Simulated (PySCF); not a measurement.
TeF₃, SMILES F[Te+](F)F, charge +1. The structure is a stationary point at B3LYP-D3(BJ)/def2-SVP. The multiplicity is an assumed one; other spin states were not compared. The isomer is the one that the SMILES or the coordinates give; other isomers of the formula were not compared. The def2 effective core potentials stand for the cores of Te; spin–orbit coupling is left out.

Give the equilibrium geometry at B3LYP-D3(BJ)/def2-SVP (PySCF confirms it by a frequency run) as bond lengths and angles, and its point group. (Estimate from the structure and the level; the computed values follow.)

point group C3v.
Atoms: Te1 F2 F3 F4. Bonded distances (Å): Te1–F2 1.872, Te1–F3 1.872, Te1–F4 1.872. Angles (°): F2–Te1–F3 96.0, F2–Te1–F4 96.0, F3–Te1–F4 96.0.
Charge +1, spin multiplicity 1.
